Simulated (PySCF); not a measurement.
# Ionisation energy of Tc⁴¹⁺ by level of theory

Tc⁴¹⁺ 1s2 → Tc⁴²⁺ 1s1 [1s1/2^1, M_J = 1/2], as a difference of total energies. Computed with PySCF 2.14 in an even-tempered Gaussian basis (15 s from 81 bohr⁻², ratio 2.4; 10 p from 100 bohr⁻², ratio 2.4; 3 d from 330 bohr⁻², ratio 2.6; 3 f from 490 bohr⁻², ratio 2.6), with the two-component X2C-1e Hamiltonian. Correlated levels: nothing frozen; the 32 highest virtual spinors dropped. "Screened" scales the spin-orbit matrix elements by Boettger's factors to mimic the two-electron term; Breit and QED terms are absent.

| method | ionisation energy (eV) | difference from reference (eV) |
| --- | --- | --- |
| GHF (screened spin-orbit) | 25037.4 | +32.9 |
| GMP2 (screened spin-orbit) | 25038.8 | +34.3 |

Reference: 25004.5 eV (theoretical estimate listed by NIST; NIST Atomic Spectra Database, ionization energies).

For this ion Breit and QED terms and the two-electron picture change, all absent here, outweigh the correlation shift from GHF to GMP2.
